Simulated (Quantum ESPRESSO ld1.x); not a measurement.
Values are calculated unless marked as measured or tabulated.
Task: W XXXIV, configuration [Kr] 4d5. Level of theory: scalar-relativistic Kohn-Sham, LDA (Slater exchange, VWN5 correlation), spin-polarised, spherical densities, point nucleus; open shells are filled with parallel spins first (ld1.x of Quantum ESPRESSO 7.5). Some entries of the table are withheld. Estimate them.

| orbital | occ. | eigenvalue (eV) | <r> (bohr) |
|---|---|---|---|
| 1s up | 1 | -70745.6 | 0.01835 |
| 1s down | 1 | -70745.4 | 0.01835 |
| 2s up | 1 | -13300.4 | 0.07760 |
| 2s down | 1 | -13295.3 | 0.07760 |
| 2p up | 3 | -11799.6 | 0.06946 |
| 2p down | 3 | -11795.3 | 0.06945 |
| 3s up | 1 | -4051.17 | 0.1999 |
| 3s down | 1 | -4047.67 | 0.1998 |
| 3p up | 3 | -3606.30 | 0.1997 |
| 3p down | 3 | -3602.60 | 0.1996 |
| 3d up | 5 | (1) | 0.1805 |
| 3d down | 5 | (2) | 0.1804 |
| 4s up | 1 | -1729.11 | 0.4140 |
| 4s down | 1 | -1717.00 | 0.4142 |
| 4p up | 3 | -1567.83 | 0.4281 |
| 4p down | 3 | -1555.90 | 0.4286 |
| 4d up | 5 | -1372.88 | (3) |
| 4d down | 0 | -1360.97 | (4) |

Result: 
(1) 3d up eigenvalue (eV): -3101.26
(2) 3d down eigenvalue (eV): -3096.60
(3) 4d up <r> (bohr): 0.4303
(4) 4d down <r> (bohr): 0.4309
